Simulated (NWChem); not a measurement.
Ionisation of C$_{2}$H$_{5}$O

```
O
C 1 1.3443
H 2 1.0911 1 113.89
H 2 1.0972 3 120.76 1 150.47
C 1 1.4002 2 115.80 3 177.33
H 5 1.0980 1 107.69 2 -177.70
H 5 1.1047 6 108.98 1 121.02
H 5 1.1062 6 108.79 7 118.12
```
Charge 0, spin multiplicity 2.

Program: NWChem. The geometry was optimised at UPBE0/def2-SVP, a minimum by its harmonic frequencies. It is one conformer; others weren't searched.

Basis set: def2-TZVP. −ε marks an orbital energy of the parent.

B3LYP has NWChem's definition, with VWN1-RPA local correlation. The structure started from a generated list of species. No SCF solution was tested for a lower state.

Q: Order these methods by the first vertical ionisation energy they give, lowest first: −ε(alpha HOMO) of B3LYP, −ε(alpha HOMO) of PBE, −ε(alpha HOMO) of TPSS, −ε(alpha HOMO) of M06-2X.

A: −ε(alpha HOMO) of PBE (3.70 eV), −ε(alpha HOMO) of TPSS (3.82 eV), −ε(alpha HOMO) of B3LYP (4.86 eV), −ε(alpha HOMO) of M06-2X (6.33 eV)
